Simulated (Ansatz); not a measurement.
Relaxation of the cluster Rb3Cl4 with UKS PBE0-D4/def2-SVP.

```sh
$ ansatz run in.yaml --threads 4 --pin off --events-out ev --progress --plain --max-ram 4787MiB
```

```yaml
crystal:
  periodic: [false, false, false]
  atoms:
    - {symbol: Rb, position_ang: [-0.998120, 1.352570, -1.016480]}
    - {symbol: Rb, position_ang: [0.553410, -2.546870, -1.006750]}
    - {symbol: Rb, position_ang: [1.673700, 0.771600, 1.858140]}
    - {symbol: Cl, position_ang: [-2.158330, -1.407690, -1.179540]}
    - {symbol: Cl, position_ang: [-0.961450, -1.014410, 1.052890]}
    - {symbol: Cl, position_ang: [2.060270, -0.078770, -0.998400]}
    - {symbol: Cl, position_ang: [-0.169480, 2.923570, 1.290150]}
basis:
  gaussian: {orbitals: def2-SVP}
magnetization: {spin_polarized: true, initial_magnetization: 1}
hamiltonian: {xc: pbe0, dispersion: d4}
scf: {lower_state_search: "off"}
output: {orbitals: {seedname: orbitals}}
relax: {f_tol: 0.02, max_steps: 100}
```

Hardware: 4 threads of Intel Xeon Platinum 8488C on a shared host. Wall time 24 s, peak host memory 0.58 GiB.

Positions (Å) and forces (eV/Å) at steps 1, 2, 3, 4, 7 of 7:

```xyz
7
step=1 energy=-52034.4801 eV
Rb   -0.998    1.353   -1.016    0.123    0.512   -0.404
Rb    0.553   -2.547   -1.007    0.473   -0.884   -0.292
Rb    1.674    0.772    1.858    0.273   -0.065    0.348
Cl   -2.158   -1.408   -1.180   -0.771   -0.308   -0.358
Cl   -0.961   -1.014    1.053   -0.194   -0.083    0.742
Cl    2.060   -0.079   -0.998    0.201    0.284   -0.276
Cl   -0.169    2.924    1.290   -0.105    0.544    0.240
7
step=2 energy=-52034.7691 eV
Rb   -0.967    1.454   -1.038    0.095    0.084   -0.077
Rb    0.623   -2.717   -1.061    0.059   -0.092   -0.048
Rb    1.684    0.805    1.901    0.016    0.038    0.056
Cl   -2.233   -1.468   -1.200   -0.094   -0.069   -0.084
Cl   -1.007   -1.077    1.091   -0.041   -0.114    0.164
Cl    2.063   -0.070   -1.046   -0.054    0.028   -0.066
Cl   -0.163    3.074    1.352    0.018    0.125    0.054
7
step=3 energy=-52034.7965 eV
Rb   -0.925    1.479   -1.004    0.036    0.013   -0.047
Rb    0.634   -2.770   -1.091    0.015   -0.012   -0.014
Rb    1.646    0.841    1.897    0.012    0.012    0.038
Cl   -2.228   -1.490   -1.220   -0.009    0.001   -0.013
Cl   -1.017   -1.155    1.110   -0.018   -0.064    0.052
Cl    2.029   -0.084   -1.064   -0.058    0.033   -0.010
Cl   -0.138    3.179    1.372    0.022    0.018   -0.006
7
step=4 energy=-52034.7943 eV rejected
Rb   -0.830    1.474   -1.111   -0.098    0.151    0.058
Rb    0.650   -2.734   -1.119   -0.043   -0.003    0.020
Rb    1.589    0.816    1.939   -0.021   -0.013    0.018
Cl   -2.221   -1.430   -1.165    0.030   -0.039    0.040
Cl   -1.042   -1.320    1.221    0.054    0.007   -0.088
Cl    1.950    0.007   -1.084    0.099   -0.083    0.005
Cl   -0.097    3.188    1.319   -0.021   -0.018   -0.053
7
step=7 energy=-52034.8074 eV
Rb   -0.886    1.504   -1.057   -0.005    0.009   -0.002
Rb    0.642   -2.764   -1.126    0.000   -0.003   -0.002
Rb    1.589    0.826    1.940   -0.005   -0.005    0.001
Cl   -2.215   -1.459   -1.183    0.001    0.000    0.005
Cl   -1.005   -1.282    1.170    0.006    0.002   -0.001
Cl    1.968   -0.039   -1.062    0.006   -0.003    0.001
Cl   -0.093    3.214    1.318   -0.002   -0.001   -0.003
```

In the def2 sets Rb takes a core potential; there is no spin–orbit coupling. In the doublet, Cl4 and Cl5 lie 2.65 Å apart (atoms count from 1), so these atoms are partly bonded to each other. The structure comes from a short search, and lower isomers may exist.
